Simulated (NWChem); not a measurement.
Molecule: CH$_{7}$OPSi; SMILES CO[SiH2]P

```xyz
11

Si     0.8770     0.0438    -0.0050
P     -0.5394    -1.7485    -0.0886
O      0.0768     1.4407    -0.4876
C     -1.0750     1.9241     0.1776
H      2.0586    -0.0639    -0.9213
H      1.3414     0.1457     1.4295
H      0.5167    -2.6364     0.3324
H     -0.2917    -1.9879    -1.4875
H     -0.8575     2.2207     1.2303
H     -1.4432     2.8204    -0.3622
H     -1.8971     1.1713     0.1989
```
Atoms are numbered in this order, from 1.

Results from NWChem. Pople sets run with spherical d functions. The geometry was optimised at PBE-D3(BJ)/def2-SVP. Level: M05-2X/6-31G* with SMD (1 M gas to 1 M solution), gas-phase geometry. Reactions with the solvent are ignored.

```tsv
solvent	dielectric constant	solvation free energy (kcal/mol)	cavity-dispersion-structure term (kcal/mol)	dipole in solution (D)
water	78.4	-0.6	4.1	0.74
dichloromethane	8.93	-2.5	0.6	0.60
benzene	2.27	-1.6	0.1	0.55
acetone	20.5	-2.5	0.6	0.60
1-propanol	20.5	-2.8	1.4	0.70
1,4-dioxane	2.21	-0.5	1.2	0.55
```
